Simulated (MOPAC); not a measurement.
Input for MOPAC: PM7 on BeSi-, 2S+1 = 4, a spin state set in the input, which need not be the lowest, a point of a bond scan (R = 2.113 Å). Charge -1.

```
PM7 1SCF PRECISE CHARGE=-1 UHF MS=1.5 THREADS=1
BeSi

Be     0.00000000 1     0.00000000 1     0.00000000 1
Si     0.00000000 1     0.00000000 1     2.11262600 1
```

The log:

```
*******************************************************************************
 **                                                                           **
 **                              MOPAC v23.2.5                                **
 **                                                                           **
 *******************************************************************************
 ** MOPAC's Digital Object Identifier: https://doi.org/10.5281/zenodo.6511958 **
 **                                                                           **
 ** Please cite the open-source release paper for use of this MOPAC version:  **
 ** J. E. Moussa and J. J. P. Stewart (2026)                                  **
 ** MOPAC: An open-source semiempirical molecular orbital program             **
 ** J. Open Source Softw., 11(119), 8025, https://doi.org/10.21105/joss.08025 **
 *******************************************************************************

                              PM7 CALCULATION RESULTS

 *******************************************************************************
 *  PM7        - The PM7 Hamiltonian to be used
 *  UHF        - UNRESTRICTED HARTREE-FOCK CALCULATION
 *
 *
 *
 *                 CHARGE ON SYSTEM = -1
 *
 *
 *
 *  MS=        - IN MECI, MAGNETIC COMPONENT OF SPIN =  1.5
 *  PRECISE    - TIGHTER CRITERIA TO BE USED
 *  1SCF       - DO 1 SCF AND THEN STOP
 *  THREADS=1  - MULTI-THREADING NOT USED
 *  T=         - A TIME OF 172800.0 SECONDS REQUESTED
 *  DUMP=N     - RESTART FILE WRITTEN EVERY 7200.0 SECONDS REQUESTED
 *******************************************************************************
PM7 1SCF PRECISE CHARGE=-1 UHF MS=1.5 THREADS=1
 BeSi

   ATOM   CHEMICAL          X               Y               Z
  NUMBER   SYMBOL      (ANGSTROMS)     (ANGSTROMS)     (ANGSTROMS)

     1      Be          0.00000000  *   0.00000000  *   0.00000000  *
     2      Si          0.00000000  *   0.00000000  *   2.11262600  *



          CARTESIAN COORDINATES

    NO.       ATOM           X           Y           Z

     1        Be          0.0000      0.0000      0.0000
     2        Si          0.0000      0.0000      2.1126

 General Reference for PM7:
 "Optimization of Parameters for Semiempirical Methods VI: More Modifications to the
 NDDO Approximations and Re-optimization of Parameters", J. J. P. Stewart, J. Mol. Mod., 1:32, 19 (2013)
 https://link.springer.com/article/10.1007/s00894-012-1667-x

           Empirical Formula: Be Si  =     2 atoms



      MOLECULAR POINT GROUP   :   C*v


          UHF CALCULATION, NO. OF ALPHA ELECTRONS =    5
                           NO. OF BETA  ELECTRONS =    2

 -------------------------------------------------------------------------------
 PM7 1SCF PRECISE CHARGE=-1 UHF MS=1.5 THREADS=1
 BeSi



     1SCF WAS SPECIFIED, SO BFGS WAS NOT USED
     SCF FIELD WAS ACHIEVED


                              PM7 CALCULATION
                                                       MOPAC v23.2.5 Linux




          FINAL HEAT OF FORMATION =        158.14068 KCAL/MOL =     661.66061 KJ/MOL


          COSMO AREA              =         99.01 SQUARE ANGSTROMS
          COSMO VOLUME            =         87.80 CUBIC ANGSTROMS

          IONIZATION POTENTIAL    =          0.816070 EV
          ALPHA SOMO LUMO (EV)    =         -0.816 10.655
          BETA  SOMO LUMO (EV)    =         -1.210  7.181
          NO. OF ALPHA ELECTRONS  =          5
          NO. OF BETA  ELECTRONS  =          2
          MOLECULAR WEIGHT        =         37.0977         POINT GROUP:  C*v

          MOLECULAR DIMENSIONS (Angstroms)

            Atom       Atom       Distance
           Si     2   Be     1     2.11263
           Si     2   Be     1     0.00000
           Be     1   Si     2     0.00000


          SCF CALCULATIONS        =          1





   ATOM   CHEMICAL          X               Y               Z
  NUMBER   SYMBOL      (ANGSTROMS)     (ANGSTROMS)     (ANGSTROMS)

     1      Be          0.00000000  *   0.00000000  *   0.00000000  *
     2      Si          0.00000000  *   0.00000000  *   2.11262600  *

                             CARTESIAN COORDINATES

   1   Be        0.000000000     0.000000000     0.000000000
   2   Si        0.000000000     0.000000000     2.112626000


           Empirical Formula: Be Si  =     2 atoms



      MOLECULAR POINT GROUP   :   C*v


          ALPHA EIGENVALUES
  -4.37910  -2.40787  -1.59097  -1.55927  -0.81607  10.65508  10.65546  12.47663
  25.17896  25.20216  25.51995  25.79233  25.87299


           BETA EIGENVALUES
  -4.34409  -1.20962   7.18127   7.46655   9.24264  10.48659  10.60819  12.62956
  25.94853  25.94882  26.46316  26.51122  26.72908


              NET ATOMIC CHARGES AND DIPOLE CONTRIBUTIONS

  ATOM NO.   TYPE          CHARGE      No. of ELECS.   s-Pop       p-Pop       d-Pop
    1         Be          -0.142005        2.1420     1.20910     0.93291
    2         Si          -0.857995        4.8580     0.77833     4.06433     0.01534
 DIPOLE           X         Y         Z       TOTAL
 POINT-CHG.     0.000     0.000    -1.024     1.024
 HYBRID         0.000     0.000    -0.026     0.026
 SUM            0.000     0.000    -1.050     1.050


          ATOMIC ORBITAL ELECTRON POPULATIONS

     Atom    s        px        py        pz      x^2-y^2     xz        z^2       yz        xy
    1 Be   1.20910   0.01772   0.00767   0.90752
    2 Si   0.77833   1.98215   0.99230   1.08988   0.00015   0.00013   0.01503   0.00003   0.00000


                    (SZ)    =    1.500000
                    (S**2)  =    3.750875


          ATOMIC ORBITAL SPIN POPULATIONS

    Atom   Total    s     px     py     pz   x^2-y^2  xz     z^2    yz     xy
         Atomic
    1 Be  1.0230  0.420 -0.002  0.008  0.598
    2 Si  1.9770  0.356  0.002  0.992  0.624  0.000 -0.000  0.003  0.000  0.000

 **********************
 *                    *
 * JOB ENDED NORMALLY *
 *                    *
 **********************




 == MOPAC DONE ==
```

The run finished.

Cost: about 0.020 core-seconds (a rough figure).
